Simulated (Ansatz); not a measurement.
A structure relaxed at PBE-D4/def2-SVP in Ansatz, charge 0, singlet:

```xyz
7

Ge    0.906    1.164   -1.137
Ge    0.981   -0.280    1.559
Ge   -1.548   -2.052   -1.058
Se   -2.648   -0.175   -0.021
Se    0.785   -1.546   -0.850
Se    2.387    1.590    0.786
Se   -0.864    1.299    0.721
```

(1) Give its formula and point group.

(2) Summarise the bond lengths by kind (pairs closer than 1.2 times the sum of covalent radii, bridged metal pairs left out).

Results:

(1) the cluster Ge₃Se₄. Point group Cs (tolerance 0.1 Å).

(2) 8 × Ge–Se 2.40 to 2.73 Å; 1 × Se–Se 2.43 Å.

Another isomer (singlet) lies 0.46 eV lower at PBE0-D4/def2-TZVP; other spin states weren't run for this one.
